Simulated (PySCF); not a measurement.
C8H7OP.
Numbering: `[CH3:1][c:2]1[o:3][c:4]2[cH:5][cH:6][cH:7][cH:8][c:9]2[p:10]1` (hydrogens: H11, H12, H13 on C1; H14 on C5; H15 on C6; H16 on C7; H17 on C8)

Computed by this run: PBE0-D3(BJ)/def2-SVP geometry optimisation, gas phase (PySCF); density fitting, grid level 1; the optimiser is geomeTRIC in internal coordinates, started from a GFN2-xTB structure with every atom displaced at random (about 0.01 Å).

Geometry at step 9:
```
atom  x, y, z in Å
C1      4.2262   -0.7529    0.3734
C2      2.7671   -0.9765    0.5623
O3      2.0621    0.1578    0.7657
C4      0.7406   -0.0861    0.9001
C5     -0.1847    0.9318    1.1201
C6     -1.5136    0.5486    1.2408
C7     -1.9042   -0.7987    1.1474
C8     -0.9663   -1.7978    0.9296
C9      0.3869   -1.4421    0.8018
P10     1.8593   -2.4343    0.5228
H11     4.4987    0.2485    0.7337
H12     4.8172   -1.5003    0.9211
H13     4.5063   -0.8218   -0.6901
H14     0.1357    1.9727    1.1903
H15    -2.2732    1.3141    1.4132
H16    -2.9599   -1.0607    1.2482
H17    -1.2733   -2.8442    0.8577
```

Question: Give the atomic forces at this geometry.

Answer: 
```csv
atom,Fx (eV/Å),Fy (eV/Å),Fz (eV/Å)
C1,0.006,-0.025,0.021
C2,-0.013,0.034,-0.007
O3,0.056,-0.103,-0.049
C4,-0.052,0.066,0.013
C5,-0.060,-0.175,-0.011
C6,-0.130,0.120,0.030
C7,0.023,-0.001,-0.002
C8,0.047,0.105,0.005
C9,0.088,-0.025,-0.015
P10,0.051,-0.022,0.021
H11,0.008,-0.005,0.019
H12,0.000,-0.016,-0.022
H13,-0.001,0.026,-0.008
H14,-0.012,-0.017,0.000
H15,-0.022,0.007,0.002
H16,-0.002,0.020,0.001
H17,0.012,0.011,0.000
```

The largest, 0.19 eV/Å, acts on C5; the rms over all components is 0.049 eV/Å. The forces sum to zero within rounding, as they must for an isolated molecule in no field.

Question: Give the force on C5 in Eh/bohr and in nN.

Answer: 0.185 eV/Å ÷ 51.422 = 0.00360 Eh/bohr, and 0.185 eV/Å × 1.602 = 0.30 nN.

Question: How far is this geometry from the end of the optimisation?

Answer: 0.055 eV above it, and 0.303 Å rms away after alignment. The bonds farthest from their final lengths, with half the difference of the two atoms' forces along the bond (positive lengthens):

```json
{"bond": "C1–C2", "now (Å)": "1.488", "final (Å)": "1.483", "force along bond (eV/Å)": "0.00"}
{"bond": "C1–H11", "now (Å)": "1.099", "final (Å)": "1.102", "force along bond (eV/Å)": "+0.01"}
{"bond": "C2–P10", "now (Å)": "1.718", "final (Å)": "1.715", "force along bond (eV/Å)": "+0.01"}
{"bond": "O3–C4", "now (Å)": "1.351", "final (Å)": "1.353", "force along bond (eV/Å)": "+0.04"}
{"bond": "C9–P10", "now (Å)": "1.797", "final (Å)": "1.799", "force along bond (eV/Å)": "-0.02"}
{"bond": "C1–H12", "now (Å)": "1.099", "final (Å)": "1.097", "force along bond (eV/Å)": "-0.02"}
```

The angle farthest from its final value is H12–C1–H13, 107.6° against 108.7°.

What follows is the cost of the whole optimisation. On an Arm Neoverse V2 with one thread, no GPU, shared host, this took 6.0 min wall and 0.86 GiB of memory at its peak.
